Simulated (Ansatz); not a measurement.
CCSD(T) forces

CH₃AgO (SMILES C[O][Ag]), closed shell, displaced at random from its PBE0-D4/def2-TZVP minimum.

```
6
angstrom
C -0.4309 0.1952 -0.2242
O 0.9207 -0.1992 -0.4061
Ag 1.9208 -1.0613 1.1236
H -1.0803 -0.6122 0.0411
H -0.7764 0.6137 -1.1529
H -0.5406 0.9812 0.5716
```

Program: Ansatz 0.2.0. Basis: def2-TZVPP. Cores are frozen in the correlated methods. Filled d shells of the heavier atoms are correlated. Core potentials replace the inner electrons of the atoms past krypton.

CCSD(T) forces from the calculation:
```
atom      Fx      Fy  Fz (eV/Å)
  C1   1.162   0.831      0.939
  O2  -0.251   0.000      0.046
 Ag3  -0.098   0.058     -0.077
  H4  -0.561  -0.759      0.205
  H5  -0.255   0.303     -0.573
  H6   0.004  -0.434     -0.539
```

(1) Which atom feels the largest CCSD(T) force, and how large is it?

The T1 diagnostic stays at or below 0.029. The T1 diagnostic is large here, which may signal multireference character or strong orbital relaxation, so CCSD(T) is less sure.

## Answers

(1) C1, 1.71 eV/Å, along (0.68, 0.49, 0.55).

Root-mean-square difference of the force components from those of CCSD(T): PBE-D4 0.146; r2SCAN-D4 0.075; PBE0-D4 0.170; wB97M-V 0.089 eV/Å.

For scale, one of the runs: CCSD(T)/def2-TZVPP forces, 160 basis functions (an equivalent command: `ansatz run in.yaml --threads 4`). Time: 5.9 min of wall clock on 4 CPU threads; the host was shared. Peak host memory: 2.7 GiB.
